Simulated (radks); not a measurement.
Fractional charge and spin in the 4p shell of niobium: the spin-up occupation runs from 2 to 3 and the spin-down occupation from 2 to 3; the fullest corner is Nb3+, [Ar] 3d10 4s2 4d(up 1, down 1) 4p(up 3, down 3). Method: scalar-relativistic Kohn-Sham, PBE, spin-polarised, spherical densities, finite nucleus; Fermi nuclear charge, rms radius of each element as measured or else 0.836 A^(1/3) + 0.57 fm; computed with a radial shooting solver on a logarithmic mesh with Libxc functionals. Energy (eV) minus the two flat planes that join the four corners (they meet along the diagonal where the two added fractions sum to one electron); zero is where a piecewise linear energy would lie.

| down \ up | 2 | 2.25 | 2.5 | 2.75 | 3 |
|---|---|---|---|---|---|
| 2 | 0.000 | -1.522 | -2.023 | -1.512 | 0.000 |
| 2.25 | -1.522 | -1.947 | -1.364 | 0.216 | -1.436 |
| 2.5 | -2.023 | -1.364 | 0.288 | -1.295 | -1.907 |
| 2.75 | -1.512 | 0.216 | -1.295 | -1.838 | -1.424 |
| 3 | 0.000 | -1.436 | -1.907 | -1.424 | 0.000 |

Corners above the fullest one (they belong to Nb4+ and the next ion): (up 3, down 2) 72.166 eV, (up 2, down 3) 72.166 eV, (up 2, down 2) 161.21 eV. With half an added electron in each spin the energy lies 0.288 eV from the planes, and with half an added electron in spin up alone -2.023 eV. The planes are only a guide here: the flat-plane condition holds for ground states with one frontier orbital, while this shell lies below other occupied shells, so the corners above the fullest one are inner-hole states and not the ground states of those ions.
